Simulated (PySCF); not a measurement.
Predicted microwave data (PBE0/pcSseg-1 in PySCF (dipole) on a GFN2-xTB geometry, gas phase) for one isomer of C5H6FN:

- Rotational constants: A = 6449, B = 1296, C = 1197 MHz
- Dipole components: |μa| = 3.70 D, |μb| = 0.31 D, |μc| = 2.11 D
- Inertial defect: -46.13 u·Å²
- κ: -0.96

Problem. Which candidate fits, each taken in the one conformer that was computed?
A. `[H]/[N:7]=[CH:6]\[C:4]([C:2](=[CH2:1])[F:3])=[CH2:5]` with C1–C2–C4–C5 -153°, C2–C4–C6–N7 23°
B. `[CH3:1]/[C:2]([F:3])=[CH:4]/[CH2:5][C:6]#[N:7]` with C2–C4–C5–C6 121°
C. `[CH3:1]/[C:2](=[CH:3]/[C:4]#[N:5])[CH2:6][F:7]` with C1–C2–C6–F7 27°

Solution. B. It is C/C(F)=C/CC#N, a near-prolate asymmetric top, point group C1. The candidates at the same level (rigid rotor, commonest isotopes):

```tsv
SMILES	A (MHz)	B (MHz)	C (MHz)	μa (D)	μb (D)	μc (D)	Δ (u·Å²)	point group	rotor
C/C(=C/C#N)CF	4732	1681	1272	2.62	2.55	0.61	-10.13	C1	asymmetric top
[H]/N=C\C(=C)C(=C)F	3864	2387	1581	0.93	0.75	0.75	-22.86	C1	asymmetric top
C/C(F)=C/CC#N	6449	1296	1197	3.70	0.31	2.11	-46.13	C1	near-prolate asymmetric top
```

`C/C(=C/C#N)CF` has B 30 % too high; `[H]/N=C\C(=C)C(=C)F` has B 84 % too high. No structure here is proved a minimum.
